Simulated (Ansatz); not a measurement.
`N[SiH2][InH2]` + H–F → `[F][InH2]` + `N[SiH3]` at 400 K and 1 bar (cleavage of the In–Si bond).

Gas-phase electronic energies from Ansatz, PBE0-D4/def2-TZVP geometries. CCSD(T)/CBS adds triple-zeta CCSD(T) − MP2 to the extrapolated MP2 energy (def2 sets, frozen cores). This one scheme is used for every species. Elements past krypton have def2 core potentials. For In outer-core shells are correlated without core-valence functions, which leaves a few kJ/mol of doubt a bond. One conformer a species, not always the lowest.

```
        species  CCSD(T)/CBS energy (Eh)  H − E (kJ/mol)  S (J/(mol·K))
`N[SiH2][InH2]`               -537.19857           175.5          382.9
            H–F               -100.39570            36.5          182.2
    `[F][InH2]`               -290.81142            53.0          281.4
      `N[SiH3]`               -346.80422           153.0          285.3
```

H − E and S are ideal-gas, rigid-rotor, harmonic terms from PBE0-D4/def2-TZVP, for one conformer and one mirror image of each species. 1 Eh = 2625.50 kJ/mol, R = 8.31446 J/(mol·K).

Q: By hand: ΔE, ΔH, ΔS and ΔG.

A: ΔE = (-290.81142) + (-346.80422) − (-537.19857) − (-100.39570) = -0.02137 Eh = -56.1 kJ/mol. Δ(H − E) = 53.0 + 153.0 − 175.5 − 36.5 = -6.0, so ΔH = -62.1 kJ/mol. ΔS = 281.4 + 285.3 − 382.9 − 182.2 = 1.6 J/(mol·K). ΔG = -62.1 − 400 × (1.6)/1000 = -62.7 kJ/mol.

Q: By hand: the equilibrium constant, and the temperature at which ΔG would vanish if ΔH and ΔS stayed fixed.

A: log₁₀ K = −ΔG/(RT ln 10) = 8.2. ΔH and −TΔS have one sign here, so there is no such temperature.

The number of gas molecules stays the same, so ΔS is small and ΔH decides. A doubt of 5 kJ/mol in ΔE shifts log₁₀ K by 0.7 here. Other conformers and mirror images would add mixing entropy, several J/(mol·K) or more a flexible species. These are equilibria of isolated gas molecules and say nothing of rates. Largest T1 diagnostic: 0.016 (customary marks: 0.02 for closed shells, 0.045 for open ones).

ΔS is within the doubt of such terms, so its sign, and with it that verdict, could turn.
